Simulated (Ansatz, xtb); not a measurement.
BGeH5O2: which of two conformers lies lower

Structure X is `OB[O][GeH3]`, a singlet and structure Y is `OB[O][GeH3]`, a singlet. Both are isolated molecules in the gas phase, relaxed with PBE0-D3(BJ)/def2-SVP.

X (Å):

```
atom    x (Å)    y (Å)    z (Å)
   B  -0.4482   1.1896  -0.4420
  Ge  -0.9034  -0.8720  -2.2565
   O  -1.2443   0.1714  -0.8246
   O   0.6778   1.4585  -1.1645
   H  -0.7477   1.8452   0.5346
   H   1.1814   2.1997  -0.8178
   H  -0.8911   0.0013  -3.5201
   H   0.4386  -1.5887  -2.0453
   H  -2.0734  -1.8641  -2.2713
```

Y (Å):

```
atom    x (Å)    y (Å)    z (Å)
   B   1.6116   0.3902   0.2476
  Ge   0.6410  -1.0431  -2.0699
   O   0.4753   1.0779   0.5335
   O   1.7499  -0.4846  -0.7841
   H  -0.2566   0.8930  -0.0658
   H   2.5620   0.5782   0.9702
   H  -0.7571  -0.4252  -1.8375
   H   1.2270  -0.5676  -3.4046
   H   0.5823  -2.5711  -1.9663
```

**Question.** Estimate E(Y) − E(X) at the level CCSD(T)/def2-SVP + ΔMP2/def2-TZVPP.

**Answer.** Calculated at CCSD(T)/def2-SVP + ΔMP2/def2-TZVPP: E(Y) − E(X) = +0.144 eV, so structure X lies lower.

The same difference at several levels:

```json
{"level": "PBE0-D3(BJ)/def2-SVP", "geometry": "PBE0-D3(BJ)/def2-SVP", "E(Y) − E(X) (eV)": "+0.148", "departure from the last row (eV)": "+0.003", "job, with rough time for the two": "optimisation, 43 s"}
{"level": "HF/def2-SVP", "geometry": "PBE0-D3(BJ)/def2-SVP", "E(Y) − E(X) (eV)": "+0.167", "departure from the last row (eV)": "+0.023", "job, with rough time for the two": "part of the CCSD(T) run"}
{"level": "MP2/def2-SVP", "geometry": "PBE0-D3(BJ)/def2-SVP", "E(Y) − E(X) (eV)": "+0.174", "departure from the last row (eV)": "+0.030", "job, with rough time for the two": "part of the CCSD(T) run"}
{"level": "CCSD(T)/def2-SVP", "geometry": "PBE0-D3(BJ)/def2-SVP", "E(Y) − E(X) (eV)": "+0.170", "departure from the last row (eV)": "+0.026", "job, with rough time for the two": "single point"}
{"level": "CCSD(T)/def2-SVP + ΔMP2/def2-TZVPP", "geometry": "PBE0-D3(BJ)/def2-SVP", "E(Y) − E(X) (eV)": "+0.144", "departure from the last row (eV)": "", "job, with rough time for the two": "single point, 25 s"}
```

None of the levels shown reverses the order. The largest departure from CCSD(T)/def2-SVP + ΔMP2/def2-TZVPP is that of MP2/def2-SVP, 0.030 eV. Levels run at GFN2-xTB geometries aren't shown. The last row adds to CCSD(T) the change of the MP2 difference between the two basis sets, here −0.026 eV.

With harmonic frequencies from PBE0-D3(BJ)/def2-SVP (ideal gas, rigid rotor, one conformer each, 1000 K, 1 atm): on the last row, ΔE + ΔZPE = +0.133 eV. A mode under 50 cm⁻¹ makes harmonic enthalpies and free energies unreliable, so none is given.

The correlated steps freeze 12 core orbitals; the filled d shell of Ge is correlated, in a basis made for valence electrons. Run with Ansatz 0.2.0; the last row on 2 threads of Intel(R) Xeon(R) Platinum 8488C (Sapphire Rapids) on a shared host.
